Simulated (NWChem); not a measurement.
System: C$_{4}$H$_{8}$O; SMILES CC1(O)CC1

```xyz
13

C      1.1207     1.1418    -0.0242
C     -0.0297     0.1577    -0.0085
O     -1.3042     0.7603    -0.0706
C      0.0796    -1.1380     0.7616
C      0.0579    -1.1361    -0.7584
H      1.0646     1.7804    -0.9132
H      2.0875     0.6268    -0.0276
H      1.0941     1.7909     0.8620
H     -1.4425     1.2323     0.7670
H      1.0129    -1.3727     1.2679
H     -0.8155    -1.4882     1.2680
H     -0.8515    -1.4767    -1.2441
H      0.9759    -1.3663    -1.2929
```
Atoms are numbered in this order, from 1.

Computed with NWChem. Geometry: optimised at B3LYP/6-31G* (spherical d). Isolated, static molecule.

GIAO at PBE0/pcSseg-1: principal shieldings of C5 are 137.8, 170.5, 197.2 ppm; an isolated tetramethylsilane molecule has σ = 185.2 ppm at the same levels.

### Question
Find the isotropic 13C shift, its principal values, the span and the skew.

### Answer

1. σ(iso) = one third of the sum = 168.5 ppm.
2. δ = σ(reference) − σ = 16.7 ppm against tetramethylsilane.
3. δ11, δ22, δ33 = 47.4, 14.7, -12.0 ppm.
4. Span Ω = δ11 − δ33 = 59.4 ppm; skew κ = 3(δ22 − δ(iso))/Ω = -0.10.
